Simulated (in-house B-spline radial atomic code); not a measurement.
Settings and results of a run for Ho III (Ho2+) (an excited or competing configuration). Computed with an all-electron radial atomic-structure program (B-spline basis): scalar-relativistic (X2C) B3LYP, spin-polarised, spherical fractional occupations, exact exchange averaged over the configuration, Fermi nucleus of rms radius 5.2022 fm.

Command:
```bash
python run_scf.py task.json out
```
Settings (nuclear radius in fm, mass in u):
```
Z                67
configuration    [Kr] 4d10 4f12 5s2 5p5
hamiltonian      x2c
method           b3lyp
spin_polarised   True
nucleus          fermi
rms_radius       5.2022
atomic_mass      164.93033
speed_of_light   137.035999084
exact_exchange   averaged over the configuration
```

Output (hartree, bohr):
```
 radial grid: 78 intervals, B-splines of order 8, outer radius 53.7037 bohr

 iter        energy (Eh)    residual
    1      -12576.292121    7.35e-01
    2      -12572.108303    1.51e+00
    3      -12613.510578    2.32e-01
    4      -12614.498720    7.72e-02
    5      -12614.261049    8.47e-02
    6      -12614.502320    8.20e-02
    7      -12614.671222    5.16e-03
    8      -12614.672123    1.10e-03
    9      -12614.672182    5.78e-05
   10      -12614.672182    3.11e-06
   11      -12614.672182    5.16e-07

 total energy                    -12614.67218
 kinetic                           13885.1228
 electron-nucleus                 -31144.8108
 Hartree                            4919.3447
 exact exchange                      -53.6682
 exchange-correlation               -220.6606

 orbital      occ     eigenvalue          <r>       <r^2>       <1/r>       r_max
 1s up      1.000     -2038.2318    0.0199963 0.000555509     82.0986     0.01223
 1s down    1.000     -2038.2286    0.0199963 0.000555508     82.0987     0.01223
 2s up      1.000      -342.1964    0.0873701  0.00908072     19.0198     0.07446
 2s down    1.000      -342.1940    0.0873694  0.00908052     19.0199     0.07446
 2p up      3.000      -303.8652    0.0775925  0.00736754      16.553     0.06011
 2p down    3.000      -303.8617    0.0775922  0.00736744      16.553     0.06011
 3s up      1.000       -77.1310     0.229344   0.0602529     6.84231      0.2113
 3s down    1.000       -77.0963     0.229286   0.0602212     6.84434      0.2113
 3p up      3.000       -65.3151     0.228207   0.0604717     6.16985      0.2075
 3p down    3.000       -65.2786     0.228136   0.0604321     6.17182      0.2075
 3d up      5.000       -49.9831     0.207824   0.0507243     5.78634      0.1695
 3d down    5.000       -49.9517     0.207722   0.0506687     5.78854      0.1695
 4s up      1.000       -15.7673     0.519624    0.305096     2.82342      0.4845
 4s down    1.000       -15.6875     0.519627    0.305079     2.82279      0.4844
 4p up      3.000       -11.8510     0.550559     0.34521     2.53213      0.5056
 4p down    3.000       -11.7686     0.550659    0.345321     2.53104      0.5056
 4d up      5.000        -6.4678      0.59936    0.417663     2.21465      0.5242
 4d down    5.000        -6.3780     0.599233    0.417403     2.21429      0.5242
 4f up      7.000        -0.6541      0.86976     1.04233     1.56985      0.5288
 4f down    5.000        -0.5833     0.889092     1.11051     1.55489      0.5295
 5s up      1.000        -2.4587      1.28832     1.86971     1.03787       1.144
 5s down    1.000        -2.3757      1.29364     1.88696     1.03369       1.146
 5p up      3.000        -1.5350      1.51973     2.62586    0.857697       1.308
 5p down    2.000        -1.4759      1.53564      2.6859    0.848974       1.314
```

Time taken, with all properties: 0.45 s on 1 thread of Intel(R) Xeon(R) Platinum 8488C, with other jobs on the host.

One-electron X2C: radii and densities carry no picture-change correction, so inner-shell <1/r> comes out high (for 1s by about 2 % at Z = 33, 5 % at 54, 10 % at 75, 30 % at 118) and <r> low.
